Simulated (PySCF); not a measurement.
# From computed data to an observable: dipole moment from atomic charges

Si(CF3)(H)3 (CH3F3Si), SMILES FC(F)(F)[SiH3]. Atoms are numbered in the order given.

```xyz
8

Si     0.0000     0.0000    -1.5150
C      0.0000     0.0000     0.4146
F     -1.0848    -0.6263     0.9116
F      0.0000     1.2526     0.9116
F      1.0848    -0.6263     0.9116
H      0.0000    -1.4159    -1.9637
H      1.2262     0.7079    -1.9637
H     -1.2262     0.7079    -1.9637
```
Charge 0, spin multiplicity 1.

The structure is a stationary point at ωB97X-D3(BJ)/def2-SVP.

Charges (e) from CAM-B3LYP/def2-TZVP in PySCF:

| atom | Mulliken | IAO |
|---|---|---|
| Si1 | 0.178 | 0.640 |
| C2 | 0.401 | 0.572 |
| F3 | -0.178 | -0.292 |
| F4 | -0.178 | -0.292 |
| F5 | -0.178 | -0.292 |
| H6 | -0.015 | -0.112 |
| H7 | -0.015 | -0.112 |
| H8 | -0.015 | -0.112 |

The dipole moment of the full density is 2.21 D.

Problem. What dipole moment does each set of point charges give, and which comes closer to that of the density?

Solution. 
μ = Σ q r, and 1 e Å = 4.8032 D.
Mulliken: Σ q r = (0.000, 0.000, -0.502) e Å, |μ| = 2.41 D.
IAO: Σ q r = (0.000, 0.000, -0.871) e Å, |μ| = 4.18 D.
Mulliken comes closer in size. Point charges leave out the atoms' own dipoles (lone pairs, polarised bonds); fits to the potential absorb them, partitions of the density don't.
